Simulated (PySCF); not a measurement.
**Correlation energy of Nb⁺ (niobium, charge +1)**

[Kr] 4d3 5s1, high-spin 5F determinant (an excited configuration). All numbers are calculated (PySCF 2.14, scalar relativity through the core potential, in aug-cc-pwCVDZ-PP with ECP28MDF (6s6p5d3f, 70 functions)). Frozen: 4s2 4p6; 4 electrons correlated.

MP2 pair energies summed by pair of shells (mhartree):

| pair | energy | share (%) |
| --- | --- | --- |
| 4d-4d | -14.64 | 55.2 |
| 4d-5s | -11.88 | 44.8 |

Total MP2 correlation energy: -26.52 mhartree.

Same-spin part -26.52 and opposite-spin part 0.00 mhartree; SCS-MP2 scales them by 1/3 and 6/5 to -8.84 mhartree.
